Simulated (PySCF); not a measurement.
# Working with the constants of PdI

M06-2X constants of PdI, ²Σ⁺ (doublet), unpaired electrons σ ↑ (basis Pd def2-TZVPP with ECP28, I def2-TZVPP with ECP28; scalar-relativistic core potentials; PySCF 2.14; masses 105.9035 and 126.9045 u):

| Quantity | Value |
| --- | --- |
| ωe | 197.4 cm⁻¹ |
| ωexe | 0.308 cm⁻¹ |
| Be | 0.044432 cm⁻¹ |
| αe | 0.000128 cm⁻¹ |
| De to Pd (4d10) + I | 1.77 eV |

Question: What force constant and bond length do these constants imply?

Answer: Reduced mass μred = 57.728 u; k = 5.8918×10⁻⁷·μred·ωe² (u, cm⁻¹, mdyn/Å) = 1.33 mdyn/Å; Re = √(16.8576/(μred·Be)) (u, cm⁻¹, Å) = 2.564 Å.

Question: Estimate the centrifugal constant D from the Kratzer relation and find the Dunham coefficient a1.

Answer: D = 4Be³/ωe² = 9e-09 cm⁻¹; a1 = −1 − αeωe/(6Be²) = -3.13.

The metal atom is held in its measured ground configuration; semilocal functionals can put another filling of s and d lower by some tenths of an eV, and De to that atom would be smaller. Spin–orbit coupling is left out, which matters for elements this heavy, above all for dissociation energies. The state is the lowest single determinant that the PBE0 search found; with open d or f shells the true ground state can be another one.
